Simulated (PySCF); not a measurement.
Several molecules and their computed UV-vis stick spectra, shuffled. Theory: TDDFT wB97X-D/def2-SVPD, vertical, gas phase, core orbitals frozen in the response (PySCF). Geometries: PBE0-D3(BJ)/def2-SVP; one conformer of each isolated species. Triplets are in the Tamm–Dancoff approximation. Relativistic effects are left out although some hold elements past zinc. Ions are computed without counter-ions or solvent.

A. `C(CC(=[Se])CC)(F)(F)F`
B. `C1N(C(C)C)[SiH2]NC1`
C. `C(=C/CC(F)F)/C`
D. `[O]=[Cr-](=[O])(=[O])[OH]`
E. `[CH3][Al]([CH3])[CH3]`

Lowest singlet levels (six at most, fewer where fewer were computed) with oscillator strengths:

1. 7.29 eV (f 0.318); 7.37 eV (f 0.215); 7.91 eV (f 0.016); 8.20 eV (f 0.000); 8.61 eV (f 0.014); 8.68 eV (f 0.022); T1 4.44 eV
2. 5.98 eV (f 0.007); 6.10 eV (f 0.005); 6.25 eV (f 0.004); 6.69 eV (f 0.012); 6.97 eV (f 0.014); 7.14 eV (f 0.011); T1 5.81 eV
3. 5.87 eV (f 0.000 summed over 2 states); 6.82 eV (f 0.235 summed over 2 states); 8.23 eV (f 0.000); 8.42 eV (f 0.060 summed over 2 states); 8.47 eV (f 0.000); 8.93 eV (f 0.069 summed over 2 states); T1 5.61 eV
4. 3.46 eV (f 0.001); 3.54 eV (f 0.001); 4.09 eV (f 0.002); 4.21 eV (f 0.011); 4.39 eV (f 0.005); 4.42 eV (f 0.005); T1 3.12 eV
5. 2.12 eV (f 0.000); 5.08 eV (f 0.237); 5.71 eV (f 0.002); 6.01 eV (f 0.032); 6.25 eV (f 0.057); 6.81 eV (f 0.002); T1 1.71 eV

Question: Which spectrum belongs to which structure?

Answer: 1 = C, 2 = B, 3 = E, 4 = D, 5 = A.
- A: S1 at 2.12 eV, HOMO→LUMO (99%); Löwdin shares by element: HOMO selenium 76%, carbon 11% or more; LUMO carbon 47% or more, selenium 43%; HOMO -8.24 and LUMO -0.90 eV.
- B: S1 at 5.98 eV, HOMO→LUMO (65%), HOMO→LUMO+1 (20%); Löwdin shares by element: HOMO nitrogen 52% or more, carbon 15% or more, silicon 6% (atoms not listed hold the other 27%); LUMO silicon 38%, hydrogen 31% or more (atoms not listed hold the other 32%); HOMO -7.99 and LUMO 2.16 eV.
- C: S1 at 7.29 eV, HOMO→LUMO (69%), HOMO→LUMO+1 (21%); Löwdin shares by element: HOMO carbon 82% or more (atoms not listed hold the other 18%); LUMO carbon 75% or more (atoms not listed hold the other 25%); HOMO -9.27 and LUMO 1.93 eV.
- D: S1 at 3.46 eV, HOMO→LUMO (82%), HOMO-1→LUMO (12%); for S1 the Löwdin share of chromium is at most 1% in HOMO and 60% in LUMO (ligand-to-metal charge transfer by this measure); HOMO -4.93 and LUMO 4.35 eV; point group Cs.
- E: S1 at 5.87 eV, HOMO-1/HOMO→LUMO+1 (98%); Löwdin shares by element: HOMO (one of a set within 0.03 eV) carbon 60%, aluminium 19% (atoms not listed hold the other 21%); LUMO aluminium 66%, carbon 12% (atoms not listed hold the other 22%); HOMO -9.46 and LUMO 1.29 eV.
B and E have S1 within 0.11 eV of each other; their strongest listed levels stand at 6.97 eV (f 0.014) and 6.82 eV (f 0.235).

A slash joins orbitals within 0.01 eV of each other, whose weights are summed (≥ marks a lower bound).
